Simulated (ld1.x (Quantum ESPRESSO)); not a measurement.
**chlorine (Cl): excitation energies, all-electron against RRKJ**

Cl, norm-conserving RRKJ (Kleinman–Bylander form), made with ld1.x (Quantum ESPRESSO) 7.5 (PBE, non-relativistic). Core [Ne], reference 3s2 3p5. Waves: 3p (bound): rc 1.40 bohr; 3d channel at 0.1 Ry: rc 1.15 bohr; 3s (bound): rc 0.95 bohr. Local part: the s channel. Core correction: none. rho0 = 0.001.

Energies are relative to the spin-unpolarised reference configuration 3s2 3p5; without spin polarisation the order of configurations can differ from experiment. The frozen-core shift is the all-electron ΔE with the core orbitals held at their reference shape minus the fully relaxed ΔE.

```json
{"valence configuration": "3s2 3p3", "charge": "+2", "ΔE all-electron (eV)": "39.349", "error AE − PS (meV)": "+41", "frozen-core shift (meV)": "+6.9"}
{"valence configuration": "3s2 3p2", "charge": "+3", "ΔE all-electron (eV)": "77.663", "error AE − PS (meV)": "+143", "frozen-core shift (meV)": "+29"}
{"valence configuration": "3s2 3p4.5", "charge": "+0.5", "ΔE all-electron (eV)": "5.590", "error AE − PS (meV)": "+1.2", "frozen-core shift (meV)": "+0.1"}
{"valence configuration": "3s1 3p5", "charge": "+1", "ΔE all-electron (eV)": "26.408", "error AE − PS (meV)": "+27", "frozen-core shift (meV)": "+1.4"}
{"valence configuration": "3s1 3p6", "charge": "0", "ΔE all-electron (eV)": "11.973", "error AE − PS (meV)": "+30", "frozen-core shift (meV)": "+0.2"}
```

(1) What are ΔE and the potential's error for 3s2 3p4?

(2) What are ΔE and the potential's error for 3s2 3p1?

Answers

(1) ΔE = 13.890 eV all-electron; the error (AE − PS) is +6.3 meV.

(2) ΔE = 129.903 eV all-electron; the error (AE − PS) is +376 meV.
